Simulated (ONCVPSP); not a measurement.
**Reading a pseudo-wave (beryllium (Be))**

Columns: radius, all-electron u(r) and pseudo u(r) of the 2p shell (level -2.33 eV) of beryllium in the configuration 1s2 2s1.5 2p0.5; PW91, non-relativistic, ONCV scheme, ONCVPSP 4.0.1.

```csv
r (bohr),all-electron,pseudo
0.200,0.0431,0.0162
0.400,0.1248,0.0626
0.600,0.2112,0.1324
0.800,0.2899,0.2164
1.000,0.3570,0.3040
1.200,0.4128,0.3857
1.400,0.4583,0.4543
1.600,0.4926,0.5058
1.800,0.5162,0.5391
2.000,0.5303,0.5560
2.200,0.5361,0.5595
2.400,0.5350,0.5533
2.600,0.5282,0.5407
2.800,0.5168,0.5242
3.000,0.5018,0.5056
3.200,0.4842,0.4857
3.400,0.4645,0.4651
3.600,0.4437,0.4438
3.800,0.4221,0.4221
4.000,0.4003,0.4003
4.200,0.3786,0.3786
4.400,0.3573,0.3573
4.600,0.3367,0.3367
4.800,0.3169,0.3169
5.000,0.2979,0.2979
5.200,0.2799,0.2799
```

(1) How many radial nodes do the two functions have?

(2) At about which radius was the pseudo-wave matched?

(3) Is the pseudo-wave norm-conserving?

Answers

(1) The all-electron 2p function has n − l − 1 = 0; the pseudo-wave has 0.

(2) 4.00 bohr. The columns agree to 0.0005 from 3.60 bohr on; several derivatives are matched, so the curves merge somewhat inside the radius.

(3) Yes: the ONCV scheme keeps the norm inside the radius equal to the all-electron one, which fixes the energy derivative of the logarithmic derivative at the level.
